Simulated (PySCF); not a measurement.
# F4H6P2Ti: core ionisation energies

trans-Ti(PH3)2F4 (singlet state).
Bonds: Ti1–P2, Ti1–P6, Ti1–F10, Ti1–F11, Ti1–F12, Ti1–F13. Hydrogens: H3, H4, H5 on P2; H7, H8, H9 on P6.

Theory: delta-SCF UKS SCAN, pcX-2 on the ionised atom (unc-x2c-TZVPall on a metal), pcseg-1 elsewhere, spin-free X2C in PySCF. Each binding energy is the total energy of the core-ionised species, with the hole localised on one atom, minus that of the ground state; both are solved self-consistently, so orbital relaxation is included.

List the computed XPS lines with their assignment.

| atom(s) | bonded to | level | binding energy (eV) | 2p1/2 (eV) | count |
| --- | --- | --- | --- | --- | --- |
| P2/P6 | 3 H and Ti | P 1s | 2151.18 | – | 2 |
| F10/F12 | Ti | F 1s | 690.35 | – | 2 |
| Ti1 | 4 F and 2 P | Ti 2p3/2 | 464.25 | 469.97 | 1 |
| P2/P6 | 3 H and Ti | P 2p3/2 | 137.62 | 138.51 | 2 |

Which photon energy gives electrons from P 2p3/2 of P2/P6 a kinetic energy of 200 eV, and what is their de Broglie wavelength?

hν = 137.62 + 200 = 337.62 eV, recoil neglected; λ = 12.264 Å/√(E/eV) = 0.87 Å.

Give the binding energy of P 2p3/2 of P2/P6 in hartree and in kJ/mol.

137.62 eV = 5.0574 Eh = 13278 kJ/mol.

Topologically equivalent atoms share the value of their first member; where this conformer doesn't relate them by symmetry, their own values could differ. The list is incomplete; no value stands for F 1s of F11, F13. The 2p values add to the ΔSCF energy of one spin-free hole a correction within the shell (spin–orbit coupling, ligand field). 2p1/2 minus 2p3/2 (ligand field included): Ti 5.72 eV, P 0.89 eV. Satellites of the metal's 2p lines aren't described. Geometry: PBE0-D3(BJ)/def2-SVP; no solvent, vibrations or thermal averaging. Metal 2p energies of this one-determinant scheme are less reliable than its 1s energies.
